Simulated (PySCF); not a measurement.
Species: C3H6ClFSi.
SMILES: `F[SiH2]C/C=C\Cl`

Jobs on this species (12 atoms, 64 electrons) with PySCF (density fitting). Hardware of each: an AMD EPYC 7R43 with one thread, no GPU, shared host. The host was shared with other jobs, so the times are rough. Peak memory is the resident size of the whole Python process, interpreter and libraries included.

Task: Rank these jobs by wall time, shortest first.
A. PBE0/6-311+G(2d,p); shieldings, charges and field gradients; 214 basis functions
B. PBE0/cc-pVDZ; shieldings, charges and field gradients; 122 basis functions
C. wB97X-D/def2-SVPD; 10 singlets by full TDDFT, 4 Tamm–Dancoff triplets, polarisability, ΔSCF ions; 182 basis functions

Result: B (9.5 s), A (20 s), C (34 s).

All jobs:

```tsv
level and settings	work	basis functions	SCF cycles	wall time	peak memory
PBE0/def2-SVP	10 singlets by full TDDFT, 4 Tamm–Dancoff triplets, polarisability	122	13	9.2 s	0.62 GiB
PBE0/cc-pVDZ	shieldings, charges and field gradients	122	13	9.5 s	0.68 GiB
PBE0/6-31+G*	10 singlets by full TDDFT, 4 Tamm–Dancoff triplets, polarisability	128	13	10 s	0.66 GiB
PBE0/aug-cc-pVDZ	10 singlets by full TDDFT, 4 Tamm–Dancoff triplets, polarisability	200	14	19 s	0.85 GiB
PBE0/aug-cc-pVDZ	shieldings, charges and field gradients	200	14	19 s	0.88 GiB
PBE0/6-311+G(2d,p)	shieldings, charges and field gradients	214	14	20 s	1.0 GiB
PBE0/def2-TZVP	shieldings, charges and field gradients	234	14	23 s	0.98 GiB
PBE0/cc-pVTZ	shieldings, charges and field gradients	272	14	30 s	1.1 GiB
wB97X-D/def2-SVPD	10 singlets by full TDDFT, 4 Tamm–Dancoff triplets, polarisability, ΔSCF ions	182	14	34 s	0.90 GiB
```

Task: What do all jobs in the table cost together?

Result: About 2.9 min; the longest takes about 20 % of that, and about 3.7 times as long as the shortest.
